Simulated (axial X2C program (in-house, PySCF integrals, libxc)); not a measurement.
## FRhF: properties at the nuclei

Calculated with an axial X2C code built on PySCF integrals: two-component X2C with atomic mean-field Coulomb and Gaunt terms, Gaussian nuclei, basis F dyall-av3z, Rh dyall-v3z with contracted cores.

F–Rh–F held linear, with bonds 1.835 and 1.835 Å (near the PBE0 minimum at charge 0 of the determinant lowest at the starting distance; the state shown can have its own minimum elsewhere, held linear; other orders of the atoms were not compared).

Input and command:
```json
{"zs": [9, 45, 9], "q": 0, "bas": ["dyall-av3z", "dyall-v3z", "dyall-av3z"], "r0": [1.89, 1.89], "symm": 1, "scan": ["PBE0", "HF", "PBE"], "levels": ["PBE0", "HF", "BHandHLYP"], "nst": 2}
```
```bash
python solin.py task.json out
```

Keys: zs atomic numbers; q charge; bas basis sets; r0 starting distance in Å; symm equal bonds; scan levels of the two-bond scan; levels methods; nst determinants followed.

Determinant lowest in the PBE0 search, Ω = 3/2 (⟨Sz⟩ = 1.48, ⟨Lz⟩ = 0.02 at PBE0), spin on the atoms F 0.10, Rh 1.28, F 0.10:

```
    level  A∥/gI F (MHz)  qzz F (a.u.)  A∥/gI Rh (MHz)  qzz Rh (a.u.)
     PBE0          -6.92          0.67            1080           1.88
       HF           12.1          0.67             625           0.89
BHandHLYP           3.34          0.67             930           1.62
```

A∥ (defined per Ω) follows by multiplying with gI = μI/(I μN); qzz is the electric field gradient, eQq0 = 234.96 MHz × Q/barn × qzz. The operators were transformed with the bare-nucleus X2C matrices; with these basis sets, hyperfine constants and field gradients can be off by tens of per cent, and where levels differ in sign neither size nor sign is settled.

Question: With gI(103Rh) = -0.1768 (g factors from the IAEA table of nuclear moments by Stone), turn the PBE0 values of the first state into constants in MHz.

Answer: A∥(103Rh) = 1080 × -0.1768 = -191 MHz.

The molecule was held linear; bending was not examined, so a bent shape may lie lower.

Each state is one determinant with collinear spin, which with several unpaired electrons need not be a pure state. Unrestricted Hartree–Fock can overshoot spin polarisation at the nuclei. This is the top spin component of a Σ state; components of lower Ω are not single determinants and can lie lower. With several open shells hyperfine constants can be off by a factor of several. States lie within half an eV, so the first need not be the ground state. Further determinants of the search, some of them spin-mixed, are not shown. Where a field gradient or hyperfine factor spreads by more than a factor of two over the levels, a constant derived from it is not to be relied on.
